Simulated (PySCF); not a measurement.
# Heteronuclear NMR

Mapped SMILES: `[F:1][c:2]1[cH:3][cH:4][cH:5][cH:6][n:7]1` (H(Xn): hydrogen on atom n).

Gas phase, no relativistic terms, one computed conformer. PBE0/pcSseg-1 with gauge-including orbitals; B3LYP/pcJ-1 coupling constants (spin–dipole term only in couplings to heteroatoms); GFN2-xTB geometry; PySCF.

Q: What are the $^{19}$F shifts?

A: 
```json
{"atoms": "F1", "environment": "aryl fluorine", "σ (ppm)": "237.2", "δ (ppm)": "-68.1"}
```

Shieldings were converted by a linear fit to measured shifts: $^{19}$F: δ = 146.13 − 0.903σ +14.6 on sp3 carbon (rms 6.0 ppm, 223 shifts, 7.0 ppm with the 5 outliers that the fit left out vs CFCl3, solution or neat liquid). A few per cent of atoms miss by over 2 rms, more outside the fitted compound classes. Couplings are scaled by factors fitted to measured values: $^{3}J$(H,H) × 0.92 (rms 0.5 Hz), $^{1}J$(C,F) × 0.77 (rms 8.7 Hz), $^{2}J$(C,F) × 1.14 (rms 1.9 Hz, 10.1 with 1 outliers), $^{3}J$(C,F) × 1.46 (rms 1.5 Hz); all others are unscaled and can be 10–30 % off.

Couplings (the largest are listed; each averaged over equivalent pairs): $^{1}J$(F1,C2) = -235.3 Hz, $^{2}J$(F1,N7) = -53.5 Hz, $^{2}J$(F1,C3) = 37.2 Hz, $^{3}J$(F1,C6) = 18.5 Hz, $^{3}J$(F1,C4) = 6.1 Hz, $^{3}J$(F1,H(C3)) = -4.7 Hz.

On a 300 MHz spectrometer $^{19}$F resonates near 282.3 MHz, so 1 ppm is 282.3 Hz.

Q: What are the $^{15}$N shifts?

A: 
```csv
atoms,environment,σ (ppm),δ (ppm)
N7,pyridine-type ring nitrogen,-51.2,-100.9
```

Shieldings were converted by a linear fit to measured shifts: $^{15}$N (scatter 6.3 ppm rms vs CH3NO2, solution or neat liquid). A few per cent of atoms miss by over 2 rms, more outside the fitted compound classes. Couplings are scaled by factors fitted to measured values: $^{3}J$(H,H) × 0.92 (rms 0.5 Hz), $^{1}J$(C,F) × 0.77 (rms 8.7 Hz), $^{2}J$(C,F) × 1.14 (rms 1.9 Hz, 10.1 with 1 outliers), $^{3}J$(C,F) × 1.46 (rms 1.5 Hz); all others are unscaled and can be 10–30 % off.

Couplings (the largest are listed; each averaged over equivalent pairs): $^{1}J$(C2,N7) = -12.7 Hz, $^{1}J$(C6,N7) = -3.2 Hz, $^{2}J$(F1,N7) = -53.5 Hz, $^{2}J$(N7,H(C6)) = -12.3 Hz, $^{2}J$(C5,N7) = 2.5 Hz, $^{2}J$(C3,N7) = 1.8 Hz, $^{3}J$(C4,N7) = -1.9 Hz, $^{3}J$(N7,H(C5)) = -1.7 Hz. Signs are for $^{15}$N, whose magnetogyric ratio is negative.

On a 500 MHz spectrometer $^{15}$N resonates near 50.7 MHz, so 1 ppm is 50.7 Hz.
